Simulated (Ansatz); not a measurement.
Pb₃O₇H₈, a hydroxylated oxide cluster. Charge 0, multiplicity 3. Geometry PBE-D4/def2-SVP, that of the neutral singlet; atoms count from 1.

Cartesian coordinates in Å:
```
Pb -1.3557 -0.6680 -2.1933
Pb 2.1599 -0.5649 -1.9229
Pb -1.0599 0.3299 1.8470
O 0.5942 -1.7600 1.0579
O 2.4485 -0.3142 0.2588
O -2.6381 1.7738 1.1109
O 0.3800 -2.0416 -1.6013
O -2.0948 -0.4089 -0.1104
O 0.3561 0.8634 -1.9729
O 0.5096 1.4651 0.5986
H 1.4846 -1.2029 0.8116
H 0.8484 -2.4280 1.7208
H 1.9106 0.5074 0.4839
H -2.1918 2.5083 0.6436
H 0.3465 -2.1572 -0.6017
H -2.6094 0.4655 0.0193
H 0.3278 1.2324 -1.0231
H 0.5835 2.3999 0.8729
```

In the def2 sets Pb takes a core potential; there is no spin–orbit coupling. At PBE0-D4/def2-SVP a singlet of charge 0 lies 4.41 eV below the triplet at the same geometry.

Q: Estimate the Mulliken populations from the PBE0/def2-SVP orbitals of Ansatz.

A: 
```tsv
atom	charge (e)	spin (α − β)
Pb1	0.57	0.87
Pb2	0.59	0.45
Pb3	0.80	0.01
O4	-0.41	0.01
O5	-0.57	0.03
O6	-0.56	0.06
O7	-0.48	0.21
O8	-0.55	0.14
O9	-0.50	0.22
O10	-0.58	0.03
H11	0.24	0.00
H12	0.19	0.00
H13	0.20	0.00
H14	0.17	0.00
H15	0.23	-0.01
H16	0.22	-0.01
H17	0.24	-0.02
H18	0.19	0.00
```
Mulliken values and Mayer orders depend strongly on the basis.

Q: Where does the spin sit?

A: Summed by element: Pb 1.34, O 0.71, H -0.05, of 2 unpaired in all. Largest on single atoms: Pb1 0.87, Pb2 0.45, O9 0.22.

Q: And the Mayer bond orders between bonded heavy atoms (over 0.3)?

A: Pb1–Pb2 0.44 (3.53 Å); Pb1–O7 0.51 (2.29 Å); Pb1–O8 0.59 (2.23 Å); Pb1–O9 0.50 (2.31 Å); Pb2–O5 0.72 (2.21 Å); Pb2–O7 0.49 (2.34 Å); Pb2–O9 0.52 (2.30 Å); Pb3–O6 0.68 (2.26 Å); Pb3–O8 0.47 (2.33 Å); Pb3–O10 0.55 (2.30 Å).
